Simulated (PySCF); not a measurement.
WOF2, SMILES [O]=[W]([F])[F] (connectivity only; charge and spin as stated), neutral, multiplicity 3. Geometry optimised at PBE-D3(BJ)/def2-TZVP. The spin state was assumed, not searched. The def2 effective core potentials stand for the cores of W; spin–orbit coupling is left out.

Method: PBE-D3(BJ)/def2-TZVP run with PySCF.

Harmonic wavenumbers (cm⁻¹): 131, 159, 178, 631, 652, 1014. Rotational constants (GHz): 6.149, 5.042, 2.770; symmetry number 2.

**Question.** Work out the zero-point energy and the ideal-gas rigid-rotor harmonic-oscillator thermochemistry at 298.15 K and 1 atm.

**Answer.** ZPE = ½ Σ hcν = ½ × 2766 cm⁻¹ = 3.95 kcal/mol. H − E(el) = 7.71 kcal/mol. Entropy in cal/(mol K): translation 42.30, rotation 24.35, vibration 8.69, spin 2.18, total 77.52. G − E(el) = -15.40 kcal/mol. Cp = 15.88 cal/(mol K). Modes under 150 cm⁻¹ make the vibrational entropy uncertain.
